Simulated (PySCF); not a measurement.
## How methods differ on the excitation energy of I

I [Kr] 4d10 5s2 5p5 (2P) → I [Kr] 4d10 5s2 5p4 6s1 (4P), as a difference of total energies. All numbers are calculated (PySCF 2.14, the spin-free X2C one-electron Hamiltonian (Gaussian nucleus), in aug-cc-pVQZ-DK3). Correlated levels: valence: [Kr] 4d10 frozen. The calculations carry no spin-orbit coupling.

```csv
method,excitation energy (eV)
UHF,6.338
LDA,6.954
PBE,6.784
PBE0,6.894
r2SCAN,7.031
wB97X,7.364
MN15,6.856
M06-2X,6.798
MP2 (valence),6.839
SCS-MP2 (valence),6.967
```

Question: How much does correlation contribute at MP2 (valence)?

Answer: 6.839 − (6.338) = 0.501 eV, measured against UHF.

A first-order spin-orbit estimate (lowest level to lowest level, LS coupling) adds -0.030 eV.

The promoted electron is Rydberg-like, and one or two diffuse shells describe it only roughly, which tends to raise the upper state.
